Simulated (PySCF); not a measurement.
Species: C5H8ClF2 (doublet state).
Structure used (GFN2-xTB), in Å, numbered top down from 1:
```
atom  x, y, z in Å
C1     2.2107    1.2737    0.5370
C2     1.3691    0.1049    0.2217
C3    -0.0361    0.2034   -0.0010
Cl4   -0.8843    0.2628    1.7610
C5    -0.6813   -0.9694   -0.7130
C6    -2.1708   -0.7590   -0.9369
F7    -2.3831    0.2749   -1.7897
F8    -2.7144   -1.8493   -1.5301
H9     2.4578    1.2915    1.6035
H10    3.1596    1.2172    0.0015
H11    1.7072    2.2046    0.2882
H12    1.8051   -0.8753    0.3368
H13   -0.3593    1.1651   -0.3982
H14   -0.2099   -1.0888   -1.6927
H15   -0.5449   -1.8904   -0.1451
H16   -2.7330   -0.5569   -0.0143
```

The hyperfine couplings belong to this conformer and change with its torsions.

The species is `C[CH][C@H](Cl)CC(F)F` [radical].

Theory: UKS B3LYP, pcH-1 on C Cl F H, non-relativistic, mean-field spin-orbit, GIAO in PySCF 2.14.0. The structure is a single GFN2-xTB conformer in the gas phase; no vibrational or solvent corrections. A GFN2-xTB geometry isn't a minimum of the functional, and hyperfine couplings can be far from their values at a DFT geometry. Stability of the SCF solution: not tested.

(1) The isotropic 13C couplings are +79.0, -28.0, +8.8, +5.9, +1.5 MHz. Assign them to C1; C2; C3; C5; C6.

Answers

(1) 
| site | a_iso (MHz) | ρ(0) (bohr⁻³) | position | distance from C2 (Å) | spin population | largest \|T\| (MHz) |
| --- | --- | --- | --- | --- | --- | --- |
| C1 | -28.0 | -0.0249 | 1 bond from C2 | 1.47 | -0.07 | 2.6 |
| C2 | +79.0 | +0.0703 | largest spin population | 0.00 | +0.88 | 143.7 |
| C3 | +5.9 | +0.0053 | 1 bond from C2 | 1.43 | -0.06 | 4.3 |
| C5 | +8.8 | +0.0078 | 2 bonds from C2 | 2.50 | 0.00 | 2.5 |
| C6 | +1.5 | +0.0013 | 3 bonds from C2 | 3.82 | 0.00 | 0.8 |

ρ(0) is the spin density at the nucleus and T the dipolar tensor; a_iso includes a spin–orbit part; entries for several nuclei are means. The Mulliken spin populations are largest on C2 (+0.88), Cl4 (+0.19) and C1 (-0.07). The positive populations add up to 1.17 and the negative ones to -0.17, together 2S = 1. The angles at C2 add up to 359.1°, so it is planar; its axial dipolar tensor and the negative coupling of its proton fit spin in a p orbital normal to that plane.

The spin density at the nucleus, in bohr⁻³, is negative for C1 (-0.0249) and H12 (-0.0117), for instance. A restricted open-shell determinant has no negative spin density anywhere; here it arises because α and β orbitals differ (spin polarisation).

Class means assume fast exchange of nuclei equivalent by connectivity; if that motion is slow, each nucleus keeps its own coupling. The three 1H nuclei of mean +69.1 MHz run from 7.2 to 126.8 MHz in the frozen geometry.

On one thread of an Arm Neoverse V2, no GPU, shared host with 96 logical CPUs at a one-minute load of 36, this took 90 s (grids of density and orbitals included) and 0.97 GiB of memory at its peak.
